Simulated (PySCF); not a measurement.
## Fractional electron number in Co⁻ (cobalt, charge -1)

The 3d beta orbital of [Ar] 3d8 4s2 is emptied in steps (occupation f), with all orbitals relaxed, ending at [Ar] 3d7 4s2. Calculation: PySCF 2.14, in def2-TZVPPD (6s6p4d2f1g, 67 functions); no relativity, point nucleus. The exact energy is a straight line in f; departures are measured from the line between the end points of the same method.

```tsv
f	BLYP (eV)
1	0.000
0.9	-0.423
0.7	-1.008
0.5	-1.225
0.3	-1.051
0.1	-0.493
0	0.000
```

```
method  E(f=0) − E(f=1) (eV)  −ε at f=1 (eV)  −ε at f=0.5 (eV)
  BLYP                 1.588          -3.070             1.462
```

Orbital energy along the path (eV):

```tsv
f	BLYP
1	3.070
0.9	2.218
0.7	0.435
0.5	-1.462
0.3	-3.471
0.1	-5.093
0	-6.730
```

At f = 1 the orbital energy is positive for BLYP: only the finite basis holds the electron.

Reference removal energy between the ground levels: 0.662 eV (measured; photodetachment measurements, as compiled on the Wikipedia data page of electron affinities). The calculation has no spin-orbit coupling. The determinant left behind need not be the lowest term of the ion.
